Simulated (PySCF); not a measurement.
Isomers of C7H14F2Si, mass 164.083 u with the commonest isotopes. Theory: PBE0/pcSseg-1 in PySCF (dipole) on a GFN2-xTB geometry, gas phase. One conformer each, none proved a minimum here; rigid rotors.

**Question.** Order these by out-of-plane moment Σ m c² = (Ia + Ib − Ic)/2, smallest first.
A. `[CH3:1][C@@H:2]1[C@@H:3]([F:4])[CH2:5][CH2:6][Si@H:7]([CH3:8])[C@H:9]1[F:10]` with C1–C2–C3–F4 50°, C2–C3–C5–C6 71°, C3–C5–C6–Si7 -59°, C5–C6–Si7–C8 163°
B. `[CH3:1][C:2]([CH3:3])([F:4])[Si@H:5]([F:6])[CH:7]1[CH2:8][CH2:9][CH2:10]1` with C1–C2–Si5–F6 80°, C2–Si5–C7–C8 -168°, Si5–C7–C8–C9 104°, C7–C8–C9–C10 13°, C8–C9–C10–C7 -13°, Si5–C7–C10–C9 -104°
C. `[CH2:1]=[CH:2][SiH2:3][C:4]([F:5])([F:6])[C:7]([CH3:8])([CH3:9])[CH3:10]` with C1–C2–Si3–C4 47°, C2–Si3–C4–F5 -164°
D. `[CH3:1][C@H:2](/[CH:3]=[CH:4]/[SiH3:5])[CH2:6][C:7]([CH3:8])([F:9])[F:10]` with C1–C2–C3–C4 117°, C1–C2–C6–C7 -70°, C2–C6–C7–C8 -167°
E. `[CH2:1]=[CH:2][C@@:3]([CH3:4])([CH2:5][SiH2:6][CH3:7])[CH:8]([F:9])[F:10]` with C1–C2–C3–C4 -13°, C2–C3–C5–Si6 177°, C3–C5–Si6–C7 -179°, C2–C3–C8–F9 57°
F. `[CH3:1][C@@H:2]1[C@@H:3]([F:4])[Si@@H:5]([CH3:6])[CH2:7][CH2:8][C@@H:9]1[F:10]` with C1–C2–C3–F4 166°, C2–C3–Si5–C6 -159°, C3–Si5–C7–C8 41°, Si5–C7–C8–C9 -56°

**Answer.** A (32.14 u·Å²), D (64.04 u·Å²), B (75.91 u·Å²), E (105.88 u·Å²), F (107.71 u·Å²), C (138.96 u·Å²).

**Question.** Order these by rotational constant A, smallest first.
A. `[CH3:1][C:2]([CH3:3])([F:4])[Si@H:5]([F:6])[CH:7]1[CH2:8][CH2:9][CH2:10]1` with C1–C2–Si5–F6 80°, C2–Si5–C7–C8 -168°, Si5–C7–C8–C9 104°, C7–C8–C9–C10 13°, C8–C9–C10–C7 -13°, Si5–C7–C10–C9 -104°
B. `[CH3:1][C@@H:2]1[C@@H:3]([F:4])[CH2:5][CH2:6][Si@H:7]([CH3:8])[C@H:9]1[F:10]` with C1–C2–C3–F4 50°, C2–C3–C5–C6 71°, C3–C5–C6–Si7 -59°, C5–C6–Si7–C8 163°
C. `[CH3:1][C@H:2](/[CH:3]=[CH:4]/[SiH3:5])[CH2:6][C:7]([CH3:8])([F:9])[F:10]` with C1–C2–C3–C4 117°, C1–C2–C6–C7 -70°, C2–C6–C7–C8 -167°
D. `[CH3:1][C@@H:2]1[C@@H:3]([F:4])[Si@@H:5]([CH3:6])[CH2:7][CH2:8][C@@H:9]1[F:10]` with C1–C2–C3–F4 166°, C2–C3–Si5–C6 -159°, C3–Si5–C7–C8 41°, Si5–C7–C8–C9 -56°
E. `[CH2:1]=[CH:2][SiH2:3][C:4]([F:5])([F:6])[C:7]([CH3:8])([CH3:9])[CH3:10]` with C1–C2–Si3–C4 47°, C2–Si3–C4–F5 -164°

**Answer.** B (1521 MHz), E (1568 MHz), D (1679 MHz), A (1770 MHz), C (2456 MHz).

**Question.** Order these by rotational constant C, largest first.
A. `[CH3:1][C@@H:2]1[C@@H:3]([F:4])[CH2:5][CH2:6][Si@H:7]([CH3:8])[C@H:9]1[F:10]` with C1–C2–C3–F4 50°, C2–C3–C5–C6 71°, C3–C5–C6–Si7 -59°, C5–C6–Si7–C8 163°
B. `[CH3:1][C@@H:2]1[C@@H:3]([F:4])[Si@@H:5]([CH3:6])[CH2:7][CH2:8][C@@H:9]1[F:10]` with C1–C2–C3–F4 166°, C2–C3–Si5–C6 -159°, C3–Si5–C7–C8 41°, Si5–C7–C8–C9 -56°
C. `[CH3:1][C:2]([CH3:3])([F:4])[Si@H:5]([F:6])[CH:7]1[CH2:8][CH2:9][CH2:10]1` with C1–C2–Si5–F6 80°, C2–Si5–C7–C8 -168°, Si5–C7–C8–C9 104°, C7–C8–C9–C10 13°, C8–C9–C10–C7 -13°, Si5–C7–C10–C9 -104°
D. `[CH3:1][C@H:2](/[CH:3]=[CH:4]/[SiH3:5])[CH2:6][C:7]([CH3:8])([F:9])[F:10]` with C1–C2–C3–C4 117°, C1–C2–C6–C7 -70°, C2–C6–C7–C8 -167°
E. `[CH2:1]=[CH:2][SiH2:3][C:4]([F:5])([F:6])[C:7]([CH3:8])([CH3:9])[CH3:10]` with C1–C2–Si3–C4 47°, C2–Si3–C4–F5 -164°

**Answer.** E (793.0 MHz), B (731.6 MHz), C (627.6 MHz), A (605.1 MHz), D (384.0 MHz).

```json
{"SMILES": "C[C@@H]1[C@@H](F)[Si@@H](C)CC[C@@H]1F", "point group": "C1", "Ia (u·Å²)": "301.06", "Ib (u·Å²)": "605.17", "Ic (u·Å²)": "690.81", "κ": "-0.78", "μa (D)": "1.66", "μb (D)": "0.68", "μc (D)": "1.38"}
{"SMILES": "CC(C)(F)[Si@H](F)C1CCC1", "point group": "C1", "Ia (u·Å²)": "285.55", "Ib (u·Å²)": "671.58", "Ic (u·Å²)": "805.31", "κ": "-0.78", "μa (D)": "0.66", "μb (D)": "0.30", "μc (D)": "0.97"}
{"SMILES": "C[C@H](/C=C/[SiH3])CC(C)(F)F", "point group": "C1", "Ia (u·Å²)": "205.75", "Ib (u·Å²)": "1238.31", "Ic (u·Å²)": "1315.98", "κ": "-0.98", "μa (D)": "0.14", "μb (D)": "1.21", "μc (D)": "1.31"}
{"SMILES": "C=C[SiH2]C(F)(F)C(C)(C)C", "point group": "C1", "Ia (u·Å²)": "322.41", "Ib (u·Å²)": "592.80", "Ic (u·Å²)": "637.28", "κ": "-0.85", "μa (D)": "0.62", "μb (D)": "1.75", "μc (D)": "1.38"}
{"SMILES": "C[C@@H]1[C@@H](F)CC[Si@H](C)[C@H]1F", "point group": "C1", "Ia (u·Å²)": "332.29", "Ib (u·Å²)": "567.23", "Ic (u·Å²)": "835.25", "κ": "-0.38", "μa (D)": "1.58", "μb (D)": "1.66", "μc (D)": "1.05"}
{"SMILES": "C=C[C@@](C)(C[SiH2]C)C(F)F", "point group": "C1", "Ia (u·Å²)": "322.65", "Ib (u·Å²)": "739.78", "Ic (u·Å²)": "850.68", "κ": "-0.82", "μa (D)": "1.68", "μb (D)": "1.56", "μc (D)": "0.41"}
```
